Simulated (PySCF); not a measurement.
phosphoric acid (H3O4P), SMILES O=P(O)(O)O. Atoms are numbered in the order given.

```xyz
8

O      1.1894     0.8176     0.6009
P      0.0000     0.0000    -0.1226
O      0.0000     0.0000    -1.6057
O      0.1134    -1.4389     0.6009
O     -1.3028     0.6213     0.6009
H      1.4164     1.6108     0.0877
H      0.6868    -2.0320     0.0877
H     -2.1031     0.4212     0.0877
```

Geometry: TPSSh-D3(BJ)/def2-SVP. One conformer was computed; it need not be the lowest.

Two levels are set side by side: PBE/pcSseg-1 (PySCF) and PBE0/pcSseg-1 (PySCF). GIAO shifts against H2O (¹⁷O), PH3 (³¹P), TMS (¹H) at the same level; non-relativistic, no solvent, atoms listed together averaged. Differences are taken from unrounded values.

```tsv
quantity	PBE0
δ(¹⁷O) of O1, O4, O5 (ppm)	112.4
δ(³¹P) of P2 (ppm)	281.3
δ(¹⁷O) of O3 (ppm)	175.9
δ(¹H) of H6, H7, H8 (ppm)	3.44
```

Task: What does PBE give, and how far is it from PBE0? (Estimate from the structure and the level; the computed values follow.)

Result: 
| quantity | PBE | PBE minus PBE0 |
|---|---|---|
| δ(¹⁷O) of O1, O4, O5 (ppm) | 121.0 | 8.6 |
| δ(³¹P) of P2 (ppm) | 285.9 | 4.6 |
| δ(¹⁷O) of O3 (ppm) | 188.9 | 13.0 |
| δ(¹H) of H6, H7, H8 (ppm) | 3.20 | -0.24 |

Rough cost on one machine, each run with all the roots and properties that it gave: PBE0 against PBE within a factor of 2.
